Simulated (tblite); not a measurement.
C5H9OP.
SMILES with atom numbers: `[CH2:1]=[CH:2][C@@H:3]1[CH2:4][P:5]1[CH2:6][OH:7]` (hydrogens: H8, H9 on C1; H10 on C2; H11 on C3; H12, H13 on C4; H14, H15 on C6; H16 on O7)

Computed with GFN2-xTB (tblite), gas phase: L-BFGS steps from a force-field or distance-geometry start until the largest atomic force falls under 0.01 eV/Å.

Geometry at step 29:
```
atom  x, y, z in Å
C1     -2.4466    1.0400   -0.2952
C2     -1.9626   -0.1896   -0.3589
C3     -0.6490   -0.5729    0.1784
C4     -0.2482   -0.0821    1.5533
P5      0.6949    0.7154    0.1991
C6      2.2322   -0.3826    0.2966
O7      3.1651   -0.0499   -0.7004
H8     -3.4117    1.3020   -0.6857
H9     -1.8812    1.8426    0.1535
H10    -2.5160   -0.9898   -0.8323
H11    -0.3330   -1.5778   -0.0802
H12     0.2731   -0.7745    2.2047
H13    -0.9607    0.5534    2.0612
H14     2.6672   -0.2725    1.3048
H15     1.9818   -1.4380    0.1484
H16     3.3871    0.8854   -0.6236
```

Question: What forces act on the atoms?

Answer: 
| atom | Fx (eV/Å) | Fy (eV/Å) | Fz (eV/Å) |
| --- | --- | --- | --- |
| C1 | -0.065 | 0.001 | 0.020 |
| C2 | 0.040 | 0.034 | -0.049 |
| C3 | -0.013 | -0.047 | 0.087 |
| C4 | 0.002 | 0.039 | -0.026 |
| P5 | 0.222 | -0.021 | 0.045 |
| C6 | -0.021 | 0.004 | 0.022 |
| O7 | -0.031 | -0.012 | 0.031 |
| H8 | -0.078 | -0.020 | -0.033 |
| H9 | 0.011 | -0.019 | -0.015 |
| H10 | -0.055 | 0.053 | -0.011 |
| H11 | 0.012 | -0.033 | 0.016 |
| H12 | -0.022 | 0.046 | -0.029 |
| H13 | -0.060 | -0.075 | 0.042 |
| H14 | 0.047 | 0.037 | -0.056 |
| H15 | -0.004 | 0.055 | -0.044 |
| H16 | 0.015 | -0.041 | -0.002 |

The largest, 0.23 eV/Å, acts on P5; the rms over all components is 0.050 eV/Å. The forces sum to zero within rounding, as they must for an isolated molecule in no field.

Question: Give the force on P5 in Eh/bohr and in nN.

Answer: 0.227 eV/Å ÷ 51.422 = 0.00442 Eh/bohr, and 0.227 eV/Å × 1.602 = 0.36 nN.

Question: How far is this geometry from the end of the optimisation?

Answer: 0.044 eV above it, and 0.656 Å rms away after alignment. The bonds farthest from their final lengths, with half the difference of the two atoms' forces along the bond (positive lengthens):

| bond | now (Å) | final (Å) | force along bond (eV/Å) |
| --- | --- | --- | --- |
| C3–P5 | 1.862 | 1.872 | +0.09 |
| C3–C4 | 1.514 | 1.508 | -0.04 |
| C4–P5 | 1.833 | 1.838 | +0.02 |
| C6–H14 | 1.104 | 1.100 | -0.02 |
| P5–C6 | 1.892 | 1.894 | -0.11 |
| C6–H15 | 1.095 | 1.093 | -0.02 |

The angle farthest from its final value is C3–P5–C6, 100.7° against 97.2°.
